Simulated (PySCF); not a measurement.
H6Ge2, charge +1, doublet, at a GFN2-xTB geometry (a state made from the parent by changing its charge; the spin is typed, not shown lowest), with bond 8-2 at 1.3 times its length. Base run: M062X/cc-pVDZ (PySCF).

Geometry (Å):
```xyz
8

Ge    -1.2947     0.1370    -0.0200
Ge     1.2947    -0.1370     0.0200
H     -1.7369    -0.8540    -1.0694
H     -1.4892     1.5857    -0.3970
H     -1.7067    -0.2099     1.3902
H      1.4898    -1.5730     0.4422
H      1.7409     0.8866     1.0358
H      1.8243     0.2551    -1.8284
```
Charge +1, spin multiplicity 2.
Orbitals are unrestricted.
All else is at PySCF's defaults.
Base energy -4157.14649 Eh.

Variants of this job, named by their change:

```csv
change,ΔE vs base (mEh),SCF cycles,<S^2>
base,0.000,13,0.753
level_shift = 1.0 (with mf.max_cycle = 100),0.000,46,0.753
conv_tol = 1e-11,0.000,14,0.753
diis_space = 4,0.000,14,0.753
init_guess = vsap,0.000,14,0.753
init_guess = sap,0.000,15,0.753
level_shift = 0.1 (with mf.max_cycle = 100),0.000,15,0.753
conv_tol = 1e-7,0.000,10,0.753
level_shift = 0.3 (with mf.max_cycle = 100),0.000,20,0.753
diis_space = 12,0.000,13,0.753
init_guess = mod_huckel,0.000,14,0.753
diis = off (with mf.max_cycle = 100),0.000,23,0.753
init_guess = atom,0.000,13,0.753
```

Open shells are given as the SCF converged; they aren't shown to be the lowest states, and a large step between rows can be another state.
